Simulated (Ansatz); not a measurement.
Geometry optimisation, Ansatz 0.2.0, RKS LDA/def2-SVP.

input.yaml

```yaml
crystal:
  periodic: [false, false, false]
  atoms:
    - { symbol: Al, position_ang: [-1.2457, 0.5952, -0.1166] }
    - { symbol: C, position_ang: [0.603, -0.7246, -0.429] }
    - { symbol: C, position_ang: [0.4675, -0.9324, 1.0832] }
    - { symbol: H, position_ang: [-1.3933, 1.4563, 1.1536] }
    - { symbol: H, position_ang: [-2.4143, -0.3017, -0.5635] }
    - { symbol: H, position_ang: [0.3361, 0.5025, -1.0386] }
    - { symbol: S, position_ang: [0.018, 2.0379, -1.9252] }
    - { symbol: H, position_ang: [0.0711, -1.5161, -0.9705] }
    - { symbol: H, position_ang: [1.6546, -0.7998, -0.7055] }
    - { symbol: H, position_ang: [-0.5884, -0.9913, 1.3875] }
    - { symbol: H, position_ang: [0.9438, -1.8651, 1.3878] }
    - { symbol: H, position_ang: [0.9279, -0.117, 1.6431] }
    - { symbol: H, position_ang: [0.6198, 2.6561, -0.9063] }
basis:
  gaussian: { orbitals: def2-SVP }
hamiltonian:
  xc: lda
relax:
  f_tol: 0.15
  max_steps: 25
  restrain:
    - { distance: [0, 6], at: 3.56, k: 30.0 }
    - { distance: [5, 1], at: 2.37, k: 30.0 }
    - { distance: [0, 1], at: 1.97, k: 30.0 }
    - { distance: [5, 6], at: 1.36, k: 30.0 }
```

Run as:

```bash
$ ansatz run input.yaml --threads 2 --pin off --max-ram 3072MiB --backend cpu --events-out ev --progress --plain --runs-dir out
```

Problem. Where does it end, and by what steps?

Solution. It converged. The restraints hold the end off the free minimum. After 20 steps the energy has fallen by 0.100 eV (the restraints' own energy left out); H9 moved furthest, 1.45 Å. Parted: Al1–H6, Al1–S7. Joined: H6–S7.

```tsv
step	energy less start (eV)	largest force component (eV/Å)	accepted
0	0.0000	1.436	yes
1	0.5877	2.248	yes
2	0.9426	2.987	yes
3	1.0628	3.633	yes
4	0.6648	2.106	yes
5	0.1602	0.724	yes
6	0.2727	2.075	no
7	0.0695	0.488	yes
8	0.0319	0.383	yes
9	-0.0114	0.343	yes
10	-0.0248	0.309	yes
11	-0.0363	0.315	yes
12	-0.0466	0.341	yes
13	-0.0562	0.392	yes
14	-0.0660	0.459	yes
15	-0.0747	0.461	yes
16	-0.0856	0.395	yes
17	-0.0927	0.315	yes
18	-0.0975	0.418	yes
19	-0.0988	0.380	yes
20	-0.1005	0.307	yes
```

```xyz
13
Properties=species:S:1:pos:R:3
Al -1.396 0.575 0.300
C 0.288 -0.428 0.094
C 0.485 -1.458 1.198
H -1.417 1.934 1.166
H -2.779 -0.079 -0.199
H 0.784 0.789 -1.883
S 0.225 1.806 -2.604
H 0.282 -0.932 -0.903
H 1.140 0.291 0.091
H -0.345 -2.200 1.217
H 1.427 -2.040 1.089
H 0.522 -0.992 2.209
H 0.783 2.735 -1.775
```

The run took 35 s on 2 threads of Arm Neoverse V1, on a shared host, peak memory 0.14 GiB.
